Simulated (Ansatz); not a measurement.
Reactions of `[OH][InH][Br]`.

Gas-phase electronic energies from Ansatz, PBE0-D4/def2-TZVP geometries. CBS: MP2 limit from def2 TZ/QZ plus the TZ coupled-cluster correction, frozen cores. This one scheme is used for every species, atoms too. DFT in def2-TZVPP. B3LYP here is the variant with VWN-RPA as its local correlation; programs differ in this. No spin–orbit coupling; open shells (•) take unrestricted orbitals. Spin–orbit coupling would lower the free atoms: a little for F. Elements past krypton have def2 core potentials. For Br, In outer-core shells are correlated without core-valence functions, so the limit isn't a true one: a few kJ/mol of doubt a bond, and 10 to 20 or more in all where bonds break to atoms. Scalar relativity is left out up to krypton. One conformer a species, not always the lowest.

```
                                                 reaction  ωB97X-V (kJ/mol)  B3LYP-D4 (kJ/mol)  PBE-D4 (kJ/mol)  B2PLYP (kJ/mol)
             `[OH][InH][Br]` + F• → `[OH][In][Br]`• + H–F              -278               -303             -325             -298
              `[OH][InH][Br]` + H• → `[OH][In][Br]`• + H₂              -153               -186             -174             -173
        `[OH][InH][Br]` + `[OH]`• → `[OH][In][Br]`• + H₂O              -214               -236             -253             -233
            `[OH][InH][Br]` + HCl → `[OH][InH][Cl]` + HBr                 9                 10                9               10
`[OH][InH][Br]` + `N[SiH3]` → `[OH][InH][NH][SiH3]` + HBr               110                111              108              110
```

Problem. Give the CCSD(T)/CBS values in the same order. (An estimate is asked.)

Solution. Computed: -295, -160, -229, 13, 104 kJ/mol.

Largest T1 diagnostic: 0.018, for `[OH][In][Br]`•.
